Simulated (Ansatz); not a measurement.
Spin states of HOTa (SMILES [OH][Ta]), each relaxed at B3LYP-D3(BJ)/def2-TZVP; lowest solutions found, singlets restricted, no spin–orbit coupling, no relativity up to Kr.
Multiplicity 3 (charge 0, multiplicity 3):
| atom | x (Å) | y (Å) | z (Å) |
|---|---|---|---|
| Ta | -0.9782 | -0.8233 | -0.8714 |
| O | 0.1774 | 0.1552 | 0.1490 |
| H | 0.7676 | 0.7155 | 0.6522 |
Multiplicity 1 (charge 0, multiplicity 1):
```tsv
atom	x (Å)	y (Å)	z (Å)
Ta	-0.9592	-0.7045	-0.8850
O	0.2690	-0.0551	0.3153
H	0.6570	0.8070	0.4996
```

Programs: Ansatz (Gaussian basis) for Hartree–Fock, density functionals and correlated methods. Each number belongs to the level named beside it. In def2 rows elements past Kr take small-core potentials, without spin–orbit coupling.

The energy of multiplicity 1 less that of multiplicity 3 (kcal/mol) and the share of exact exchange:

```json
[
 {"functional": "PBE/def2-TZVPP", "exact exchange (%)": "0", "value": "19.21"},
 {"functional": "PBE0/def2-TZVPP", "exact exchange (%)": "25", "value": "21.24"},
 {"functional": "BLYP/def2-TZVPP", "exact exchange (%)": "0", "value": "15.37"},
 {"functional": "B3LYP/def2-TZVPP", "exact exchange (%)": "20", "value": "16.63"},
 {"functional": "BHLYP/def2-TZVPP", "exact exchange (%)": "50", "value": "18.61"},
 {"functional": "r2SCAN/def2-TZVPP", "exact exchange (%)": "0", "value": "23.54"},
 {"functional": "r2SCANh/def2-TZVPP", "exact exchange (%)": "10", "value": "24.49"}
]
```

Take the value as linear in the share of exact exchange along PBE and PBE0. Give the slope, say whether the sign turns, and set the other functionals against that line.


Slope: (21.24 − (19.21))/2.5 = 0.81 kcal/mol for each 10 %. The line keeps its sign from 0 to 100 %. At 50 % it gives 23.3 kcal/mol. The LYP pair gives (18.61 − (15.37))/5 = 0.65 for each 10 %. BHLYP, at 50 %, lies -4.7 from the PBE line. B3LYP, at 20 %, lies -4.2 from the PBE line. r2SCAN, with none, stands 4.3 from PBE. The r2SCAN pair gives 0.95 for 10 %.

Doubts at one or more of the structures used: a spin-contaminated determinant (PBE/def2-TZVPP, PBE0/def2-TZVPP, BHLYP/def2-TZVPP, r2SCAN/def2-TZVPP, r2SCANh/def2-TZVPP).

Ansatz is an electronic-structure program.
